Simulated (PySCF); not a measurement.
Compound: C₅H₁₂O₂P (charge -1).
Z-matrix (Å and degrees, PBE0-D3(BJ)/def2-SVP geometry), rows numbered from 1:
```
C 
C   1  1.5264
C   2  1.5252  1  111.48
C   2  1.5291  1  111.02  3  -125.96
P   4  1.8666  2  110.94  1   -71.50
C   5  1.8511  4  101.62  2  -173.01
O   5  1.5189  4  108.76  2    73.87
O   5  1.5154  4  106.46  2   -59.72
H   1  1.1057  2  110.33  3    56.48
H   1  1.1040  2  111.57  3   -63.13
H   1  1.1021  2  109.42  3   174.73
H   2  1.1060  1  108.00  3   119.04
H   3  1.1047  2  111.66  1    56.19
H   3  1.1050  2  110.83  1   -63.51
H   3  1.1027  2  111.48  1   176.82
H   4  1.1062  2  110.70  1    51.33
H   4  1.1050  2  109.72  1   170.15
H   6  1.1015  5  111.46  4    63.46
H   6  1.1019  5  111.20  4   -59.58
H   6  1.1014  5  107.10  4  -177.80
```

Computed with PySCF at PBE0/pcSseg-1, non-relativistic, on one gas-phase PBE0-D3(BJ)/def2-SVP geometry that isn't relaxed in the solvent. The solvent is an IEF-PCM continuum (cavity from Bondi-type radii × 1.2). Only the electrostatic response of the medium enters.

Gas phase at PBE0/pcSseg-1: HOMO -1.91 eV, LUMO 4.81 eV.

Task: What does the continuum do to the energy and the frontier levels at PBE0/pcSseg-1 in benzene and tetrahydrofuran?

Result: 
```csv
solvent,ε,E(solvent) − E(gas) (kcal/mol),polarisation term (kcal/mol),distortion of the solute (kcal/mol),HOMO (eV),LUMO (eV)
benzene,2.271,-33.09,-33.99,0.90,-4.34,3.04
tetrahydrofuran,7.426,-53.54,-56.54,3.00,-5.72,2.09
```

The polarisation term is half the interaction of the solute with the surface charges that it induces; the rest is the cost of distorting the solute's density. The sum is the electrostatic part of solvation alone. From benzene to tetrahydrofuran the lowering changes by a factor 1.62, Born's factor 1 − 1/ε by 1.55 and ε itself by 3.3.

Task: Which radius a makes Born's formula ΔE = −(q²/2a)(1 − 1/ε) give the value in tetrahydrofuran?

Result: a = q²(1 − 1/ε)/(2|ΔE|) = 2.68 Å, with q = -1 e and |ΔE| = 0.0853 Eh; the farthest nucleus lies 3.96 Å from the centroid of the nuclei. The formula assumes a point charge at the centre of a sphere.

Task: Which Mulliken charges (PBE0/pcSseg-1) respond most in benzene (means over atoms taken as equivalent)?

Result: 
```csv
atoms,environment,gas (e),solvent (e),change
O8,oxygen bonded to P,-0.730,-0.759,-0.029
O7,oxygen bonded to P,-0.733,-0.758,-0.025
P5,phosphoryl phosphorus,+1.087,+1.069,-0.018
H18/H19/H20,methyl hydrogen,+0.100,+0.115,+0.015
H17,methylene hydrogen,+0.099,+0.111,+0.012
H13/H14/H15,methyl hydrogen,+0.085,+0.098,+0.013
H16,methylene hydrogen,+0.093,+0.105,+0.012
C6,sp3 carbon bound to phosphorus,-0.547,-0.558,-0.011
```
